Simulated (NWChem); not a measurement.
All runs are NWChem calculations. System: H$_{2}$Be, charge 0, spin multiplicity 1, optimised in this run. The structure started from a generated list of species. Level: PBE/def2-SVP.

Part of the output:

```
             Northwest Computational Chemistry Package (NWChem) 7.3.0
             --------------------------------------------------------

                                NWChem Input Module
                                -------------------

 Scaling coordinates for geometry "geometry" by  1.889725989
 (inverse scale =  0.529177249)

 Turning off AUTOSYM since
 SYMMETRY directive was detected!

          ------
          auto-z
          ------
  autoz: insufficient variables                     2                    3
     1 autoz failed with cvr_scaling = 1.2 changing to 1.3
  autoz: insufficient variables                     2                    3
     2 autoz failed with cvr_scaling = 1.3 changing to 1.4
  autoz: insufficient variables                     2                    3
     3 autoz failed with cvr_scaling = 1.4 changing to 1.5
  autoz: insufficient variables                     2                    3
     4 autoz failed with cvr_scaling = 1.5 changing to 1.6
  autoz: insufficient variables                     2                    3
     5 autoz failed with cvr_scaling = 1.6 changing to 1.7
  autoz: insufficient variables                     2                    3

 AUTOZ failed to generate good internal coordinates.
 Cartesian coordinates will be used in optimizations.

                             Geometry "geometry" -> ""
                             -------------------------

 Output coordinates in angstroms (scale by  1.889725989 to convert to a.u.)

  No.       Tag          Charge          X              Y              Z
 ---- ---------------- ---------- -------------- -------------- --------------
    1 Be                   4.0000     0.00000000     0.00000000     0.00000000
    2 H                    1.0000     0.00000000     0.00000000     1.27936600
    3 H                    1.0000     0.00000000     0.00000000    -1.27936600

 Effective nuclear repulsion energy (a.u.)       3.5158090933

            Nuclear Dipole moment (a.u.)
            ----------------------------
        X                 Y               Z
 ---------------- ---------------- ----------------
     0.0000000000     0.0000000000     0.0000000000

      Symmetry information
      --------------------

 Group name             D2h
 Group number             26
 Group order               8
 No. of unique centers     2

      Symmetry unique atoms

     1    2


 Summary of "ao basis" -> "" (spherical)
 ------------------------------------------------------------------------------
       Tag                 Description            Shells   Functions and Types
 ---------------- ------------------------------  ------  ---------------------
 *                          def2-svp                  on all atoms

  pbe96 is a nonlocal functional; adding pw91lda local functional.

                           NWChem Geometry Optimization
                           ----------------------------

 maximum gradient threshold         (gmax) =   0.000450
 rms gradient threshold             (grms) =   0.000300
 maximum cartesian step threshold   (xmax) =   0.001800
 rms cartesian step threshold       (xrms) =   0.001200
 fixed trust radius                (trust) =   0.300000
 maximum step size to saddle      (sadstp) =   0.100000
 energy precision                  (eprec) =   5.0D-06
 maximum number of steps          (nptopt) =   80
 initial hessian option           (inhess) =    0
 line search option               (linopt) =    1
 hessian update option            (modupd) =    1
 saddle point option              (modsad) =    0
 initial eigen-mode to follow     (moddir) =    0
 initial variable to follow       (vardir) =    0
 follow first negative mode     (firstneg) =    T
 apply conjugacy                    (opcg) =    F
 source of zmatrix                         =

          -------------------
          Energy Minimization
          -------------------

 Using diagonal initial Hessian

          --------
          Step   0
          --------

                         Geometry "geometry" -> "geometry"
                         ---------------------------------

 Output coordinates in angstroms (scale by  1.889725989 to convert to a.u.)

  No.       Tag          Charge          X              Y              Z
[...]
               1            2            3            4            5            6            7            8            9
   ----- ----- ----- ----- -----
    1    3.84024D+00
    2    1.18334D-06  3.84024D+00
    3    6.02929D-07 -5.48981D-07  3.35329D+01
    4   -5.74246D+00  6.05565D-08  3.60097D-08  8.58801D+00
    5    5.97406D-08 -5.74246D+00 -6.13433D-09 -1.21247D-07  8.58801D+00
    6    1.64184D-06 -1.69555D-06 -5.01463D+01 -2.28424D-06  2.65412D-06  1.49908D+02
    7   -5.74246D+00  1.44670D-07  9.91181D-08  8.58416D+00  3.61529D-09 -5.90539D-07  8.58801D+00
    8    1.43815D-07 -5.74246D+00 -9.22830D-08  4.89848D-09  8.58416D+00  4.97360D-07  2.80237D-08  8.58801D+00
    9   -1.81022D-06  1.84519D-06 -5.01463D+01  2.60158D-06 -2.65542D-06  4.39627D-02  2.52598D-06 -2.58781D-06  1.49908D+02


 ----------------------------------------------------------------------------
 Normal Eigenvalue ||         Derivative Dipole Moments (debye/angs)
  Mode   [cm**-1]  ||      [d/dqX]             [d/dqY]           [d/dqZ]
 ------ ---------- || ------------------ ------------------ -----------------
    1      -11.832 ||       0.000              -0.000            -0.000
    2       -2.844 ||      -0.000               0.000             0.000
    3       -2.834 ||       0.000               0.000             0.000
    4       10.093 ||       0.000               0.000            -0.000
    5       10.093 ||      -0.000               0.000            -0.000
    6      745.153 ||      -1.726               1.461             0.000
    7      745.153 ||      -1.461              -1.726             0.000
    8     1990.000 ||       0.000              -0.000            -0.000
    9     2201.967 ||       0.000              -0.000            -2.134
 ----------------------------------------------------------------------------

 ----------------------------------------------------------------------------
 Normal Eigenvalue ||                 Infra Red Intensities
  Mode   [cm**-1]  || [atomic units] [(debye/angs)**2] [(KM/mol)] [arbitrary]
 ------ ---------- || -------------- ----------------- ---------- -----------
    1      -11.832 ||    0.000000           0.000         0.000       0.000
    2       -2.844 ||    0.000000           0.000         0.000       0.000
    3       -2.834 ||    0.000000           0.000         0.000       0.000
    4       10.093 ||    0.000000           0.000         0.000       0.000
    5       10.093 ||    0.000000           0.000         0.000       0.000
    6      745.153 ||    0.221649           5.114       216.074      31.140
    7      745.153 ||    0.221649           5.114       216.074      31.140
    8     1990.000 ||    0.000000           0.000         0.000       0.000
    9     2201.967 ||    0.197303           4.552       192.341      27.720
 ----------------------------------------------------------------------------

        Vibrational analysis via the FX method
  --- with translations and rotations projected out ---
  --- via the Eckart algorithm                      ---
 Dependent rotation vector no.                    3
  found in ECKART; assuming linear geometry
 Projected Nuclear Hessian trans-rot subspace norm:7.9257D-34
                         (should be close to zero!)

          --------------------------------------------------------
          MASS-WEIGHTED PROJECTED HESSIAN (Hartree/Bohr/Bohr/Kamu)
          --------------------------------------------------------

               1            2            3            4            5            6            7            8            9
   ----- ----- ----- ----- -----
    1    3.84047D+00
    2    4.94500D-07  3.84047D+00
    3    2.98431D-07 -2.73789D-07  3.35360D+01
    4   -5.74218D+00 -7.39364D-07 -4.46207D-07  8.58558D+00
    5   -7.39364D-07 -5.74218D+00  4.09363D-07  1.10548D-06  8.58558D+00
    6    1.15049D-06 -1.23876D-06 -5.01423D+01 -1.72018D-06  1.85217D-06  1.49904D+02
    7   -5.74218D+00 -7.39364D-07 -4.46207D-07  8.58558D+00  1.10548D-06 -1.72018D-06  8.58558D+00
    8   -7.39364D-07 -5.74218D+00  4.09363D-07  1.10548D-06  8.58558D+00  1.85217D-06  1.10548D-06  8.58558D+00
    9   -2.04290D-06  2.05749D-06 -5.01423D+01  3.05450D-06 -3.07631D-06  3.94337D-02  3.05450D-06 -3.07631D-06  1.49904D+02

 center of mass
 --------------
 x =   0.00000000 y =   0.00000000 z =   0.00000000

 moments of inertia (a.u.)
 ------------------
          13.006838843786           0.000000000000           0.000000000000
           0.000000000000          13.006838843786           0.000000000000
           0.000000000000           0.000000000000           0.000000000000

 Rotational Constants
 --------------------
 A=   0.000000 cm-1  (  0.000000 K)
 B=   4.628348 cm-1  (  6.659011 K)
 C=   4.628348 cm-1  (  6.659011 K)

 Temperature                      =   298.15K
 frequency scaling parameter      =   1.0000

 Linear Molecule

 Zero-Point correction to Energy  =    8.119 kcal/mol  (  0.012939 au)
 Thermal correction to Energy     =    9.720 kcal/mol  (  0.015490 au)
 Thermal correction to Enthalpy   =   10.313 kcal/mol  (  0.016434 au)

 Total Entropy                    =   41.808 cal/mol-K
   - Translational                =   33.131 cal/mol-K (mol. weight =  11.0278)
   - Rotational                   =    8.161 cal/mol-K (symmetry #  =        2)
   - Vibrational                  =    0.516 cal/mol-K

 Cv (constant volume heat capacity) =    6.474 cal/mol-K
   - Translational                  =    2.979 cal/mol-K
   - Rotational                     =    1.986 cal/mol-K
   - Vibrational                    =    1.508 cal/mol-K


 ----------------------------------------------------------------------------
 Normal Eigenvalue ||    Projected Derivative Dipole Moments (debye/angs)
  Mode   [cm**-1]  ||      [d/dqX]             [d/dqY]           [d/dqZ]
 ------ ---------- || ------------------ ------------------ -----------------
    1       -0.000 ||       0.000              -0.000            -0.000
    2       -0.000 ||       0.000               0.000            -0.000
    3       -0.000 ||      -0.000               0.000             0.000
    4       -0.000 ||       0.000              -0.000            -0.000
    5        0.000 ||       0.000               0.000             0.000
    6      745.133 ||      -1.656               1.540             0.000
    7      745.133 ||      -1.540              -1.656             0.000
    8     1990.000 ||       0.000              -0.000            -0.000
    9     2201.900 ||       0.000              -0.000            -2.134
 ----------------------------------------------------------------------------

 ----------------------------------------------------------------------------
 Normal Eigenvalue ||           Projected Infra Red Intensities
  Mode   [cm**-1]  || [atomic units] [(debye/angs)**2] [(KM/mol)] [arbitrary]
 ------ ---------- || -------------- ----------------- ---------- -----------
    1       -0.000 ||    0.000000           0.000         0.000       0.000
    2       -0.000 ||    0.000000           0.000         0.000       0.000
    3       -0.000 ||    0.000000           0.000         0.000       0.000
    4       -0.000 ||    0.000000           0.000         0.000       0.000
    5        0.000 ||    0.000000           0.000         0.000       0.000
    6      745.133 ||    0.221649           5.114       216.074      31.140
    7      745.133 ||    0.221649           5.114       216.074      31.140
    8     1990.000 ||    0.000000           0.000         0.000       0.000
    9     2201.900 ||    0.197303           4.552       192.341      27.720
 ----------------------------------------------------------------------------

 Task  times  cpu:        2.4s     wall:        2.4s

 Total times  cpu:        3.2s     wall:        3.2s
```

### Question
Write an NWChem input that would produce this output.

### Answer
One answer among several that fit: 
```
start mol
memory heap 200 mb stack 900 mb global 1100 mb
geometry units angstroms
  Be     0.000000     0.000000     0.000000
  H      0.000000     0.000000     1.279366
  H      0.000000     0.000000    -1.279366
  symmetry group D2h
end
basis spherical
  * library def2-svp
end
dft
  xc xpbe96 cpbe96
  semidirect memsize 60000000 filesize 0
  iterations 100
end
driver
  maxiter 80
end
task dft optimize
task dft freq
```
